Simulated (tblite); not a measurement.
Level: GFN2-xTB in tblite, geometry and Hessian alike; calculated harmonic values, unscaled, isolated species. Against measured fundamentals such values can be off by several per cent, at times by over 20. Modes of hydrogen on phosphorus and silicon can be 10 to 20 % off. One conformer each. Thermal functions are those of the rigid rotor and harmonic oscillator, without mixing of conformers.

**Question.** Order these by their zero-point energy, highest first (kJ/mol).
A. `C=C(C)PC1CC1`
B. `[SiH3]Cc1ccsc1`
C. `C=CP1CC(C)C1`
D. `C[C@@H]1[C@H](P1C)C=C`
E. `C[C@@H]1OC=C[Si@H]1C`
F. `FC(F)[SiH2]n1cccc1`

**Answer.** C (397.7), D (394.4), A (391.8), E (356.7), F (284.6), B (279.7).

```csv
SMILES,atoms,mass (u),symmetry number,modes under 300 cm⁻¹,ZPE (kJ/mol),S translation (J/(mol K)),S rotation,S vibration,S,Cp
C=CP1CC(C)C1,18,114.06,1,5,397.7,167.9,117.4,96.2,381.6,139.4
C=C[C@@H]1[C@@H](C)P1C,18,114.06,1,7,394.4,167.9,119.0,101.4,388.3,146.6
C=C(C)PC1CC1,18,114.06,1,6,391.8,167.9,118.2,107.2,393.3,141.9
C[C@@H]1OC=C[Si@H]1C,17,114.05,1,6,356.7,167.9,117.3,94.6,379.8,143.0
FC(F)[SiH2]n1cccc1,16,147.03,1,7,284.6,171.1,123.9,121.2,416.1,154.1
[SiH3]Cc1ccsc1,15,128.01,1,4,279.7,169.4,120.4,88.5,378.2,137.8
```

Entropies and Cp are for 298.15 K and 1 bar.
